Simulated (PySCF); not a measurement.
AsF3GeH2, SMILES [F][Ge]([F])([F])[AsH2].

Geometry optimised at B3LYP-D3(BJ)/def2-SVP. The structure was generated by enumeration, and PubChem lists no compound with its InChIKey, so it may never have been made.

Two levels are set side by side: TDDFT-PBE/def2-SVPD (PySCF) and TDDFT-PBE0/def2-SVPD (PySCF). Vertical, same geometry. The lowest singlet is HOMO→LUMO 82 %, HOMO−1→LUMO 12 % with PBE and HOMO→LUMO 87 % with the other functional; states are paired by order. Differences are taken from unrounded values.

```json
[
 {"quantity": "lowest singlet excitation (eV)", "TDDFT-PBE0": "6.35", "TDDFT-PBE": "5.87", "TDDFT-PBE minus TDDFT-PBE0": "-0.48"},
 {"quantity": "lowest triplet excitation (TDA) (eV)", "TDDFT-PBE0": "5.08", "TDDFT-PBE": "4.84", "TDDFT-PBE minus TDDFT-PBE0": "-0.24"},
 {"quantity": "first bright state (f over 0.05) (eV)", "TDDFT-PBE0": "6.35", "TDDFT-PBE": "5.87", "TDDFT-PBE minus TDDFT-PBE0": "-0.48"},
 {"quantity": "its oscillator strength", "TDDFT-PBE0": "0.15", "TDDFT-PBE": "0.12", "TDDFT-PBE minus TDDFT-PBE0": "-0.03"}
]
```

Functionals without exact exchange tend to place singlet excitations lower, as here. Differences between two approximate levels are no errors against the true value.

Rough cost on one machine, each run with all the roots and properties that it gave: TDDFT-PBE0 against TDDFT-PBE about 3 times.
